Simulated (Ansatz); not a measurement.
The free Ti atom, lowest solution found in each spin (singlets restricted, other states unrestricted); no spin–orbit coupling, and no relativity up to Kr.

Correlated levels freeze the inner cores; with def2 sets outer-core shells near the valence are correlated too.

Run with Ansatz (a quantum-chemistry and plane-wave program). Values without a source in brackets are computed.

Question: One of these levels gives 5.03 kcal/mol for the energy of multiplicity 5 less that of multiplicity 3. Name it.
A. B97M-V/def2-TZVPP
B. B2PLYP/def2-TZVPP
C. B3LYP/def2-TZVPP
D. PBE0/def2-SVP

Answer: C, B3LYP/def2-TZVPP. The others give -5.67 (B97M-V/def2-TZVPP), 8.74 (PBE0/def2-SVP), 11.05 (B2PLYP/def2-TZVPP)
